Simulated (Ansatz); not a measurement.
`Cl[Si](Br)(Br)Br` + H₂O → `O[Si](Br)(Br)Br` + HCl at 298.15 K and 1 bar (formal hydrolysis of the Si–Cl bond).

Gas-phase electronic energies from Ansatz, PBE0-D4/def2-TZVP geometries. CBS: MP2 limit from def2 TZ/QZ plus the TZ coupled-cluster correction, frozen cores. This one scheme is used for every species. For Br outer-core shells are correlated without core-valence functions, which leaves a few kJ/mol of doubt a bond. Scalar relativity is left out up to krypton. One conformer a species, not always the lowest.

```
           species  CCSD(T)/CBS energy (Eh)  H − E (kJ/mol)  S (J/(mol·K))
`Cl[Si](Br)(Br)Br`              -8469.00948            36.8          379.1
               H₂O                -76.37941            66.4          188.7
 `O[Si](Br)(Br)Br`              -8085.01229            70.0          387.9
               HCl               -460.38127            26.6          186.8
```

H − E and S are ideal-gas, rigid-rotor, harmonic terms from PBE0-D4/def2-TZVP, for one conformer and one mirror image of each species. 1 Eh = 2625.50 kJ/mol, R = 8.31446 J/(mol·K).

Task: By hand: ΔE, ΔH, ΔS and ΔG.

Result: ΔE = (-8085.01229) + (-460.38127) − (-8469.00948) − (-76.37941) = -0.00467 Eh = -12.3 kJ/mol. Δ(H − E) = 70.0 + 26.6 − 36.8 − 66.4 = -6.6, so ΔH = -18.9 kJ/mol. ΔS = 387.9 + 186.8 − 379.1 − 188.7 = 6.9 J/(mol·K). ΔG = -18.9 − 298.15 × (6.9)/1000 = -21.0 kJ/mol.

Task: By hand: the equilibrium constant, and the temperature at which ΔG would vanish if ΔH and ΔS stayed fixed.

Result: log₁₀ K = −ΔG/(RT ln 10) = 3.7. ΔH and −TΔS have one sign here, so there is no such temperature.

The number of gas molecules stays the same, so ΔS is small and ΔH decides. A doubt of 5 kJ/mol in ΔE shifts log₁₀ K by 0.9 here. Other conformers and mirror images would add mixing entropy, several J/(mol·K) or more a flexible species. These are equilibria of isolated gas molecules and say nothing of rates. Largest T1 diagnostic: 0.008 (customary marks: 0.02 for closed shells, 0.045 for open ones).

ΔS is within the doubt of such terms, so its sign, and with it that verdict, could turn.
